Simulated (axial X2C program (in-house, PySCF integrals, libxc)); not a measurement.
**Levels of GaH⁻ by electron attachment to GaH (EOM-EA-CCSD)**

Computed with an axial X2C code built on PySCF integrals: two-component X2C with atomic mean-field Coulomb and Gaunt terms, Gaussian nuclei, basis Ga dyall-acv3z, H dyall-av3z with contracted cores.

R = 1.675 Å (near the PBE0 minimum at charge 0 of the determinant lowest at the starting distance; the state shown can have its own minimum elsewhere).

Hartree–Fock spinors of GaH (one of each Kramers pair; a window near the gap, which can cut inner shells):

```
  ω  occupied  ε (eV)                    character
1/2       yes  -31.82                    100% Ga d
5/2       yes  -31.55                    100% Ga d
3/2       yes  -31.35                    100% Ga d
1/2       yes  -31.32                    100% Ga d
1/2       yes  -14.03    45% Ga s, 42% H s, 7% H p
1/2       yes   -8.12  46% Ga p, 24% Ga s, 19% H s
1/2        no    0.34             94% Ga p, 5% H p
3/2        no    0.36             94% Ga p, 5% H p
1/2        no    0.64            96% Ga p, 2% Ga s
1/2        no    0.93    63% Ga s, 32% H s, 2% H p
1/2        no    1.27             90% Ga p, 8% H p
3/2        no    1.29             90% Ga p, 8% H p
```

Levels of GaH⁻ obtained by attaching an electron to GaH:

| Ω | binding energy (eV) | above lowest (cm⁻¹) | attached spinor | one-particle weight |
| --- | --- | --- | --- | --- |
| 1/2 | 0.042 | 0 | 89% Ga pπ, 9% H pπ | 0.96 |
| 3/2 | 0.014 | 224 | 89% Ga pπ, 9% H pπ | 0.97 |
| 1/2 | -0.607 | 5228 | 97% Ga pσ | 1.00 |
| 1/2 | -0.768 | 6527 | 64% Ga sσ, 32% H sσ | 0.99 |
| 1/2 | -0.967 | 8131 | 95% Ga pπ | 0.98 |
| 3/2 | -0.983 | 8261 | 95% Ga pπ | 0.98 |
| 1/2 | -1.919 | 15810 | 46% H sσ, 20% Ga dσ, 19% Ga sσ | 0.99 |

Problem. What is the splitting of the first π pair in the table, and is it regular or inverted?

Solution. E(3/2) − E(1/2) = 224 − 0 = 224 cm⁻¹ at EOM-EA-CCSD: regular, Ω = 1/2 lower. Splittings at this level can be off by ten to twenty per cent.

Negative binding energies belong to unbound states, resonances or levels that the basis set holds; within some tenths of an eV of zero the sign is not settled.

This point took 24 s on 1 thread of Intel(R) Xeon(R) Processor @ 2.30GHz, with other jobs on the host.

Reference electrons by ω block (each with its −ω partner): 1/2: 11, 3/2: 4, 5/2: 1. 14 electrons of GaH correlated (inner shells frozen), 92 natural virtual spinors (a truncated set); levels can be off by some tenths of an eV. Roots sought by Ω: (1/2: 5, 3/2: 4, 5/2: 2, 7/2: 1); rows need 60 % one-particle weight and stop where some Ω has no more roots. Missing are any skipped roots, higher Ω and states of a further excitation; these come out far too high here and may in truth be low or lowest. T1 of the reference 0.014 (Lee–Taylor). Number of frozen shells: Ga 3 s, 2 p; H none.
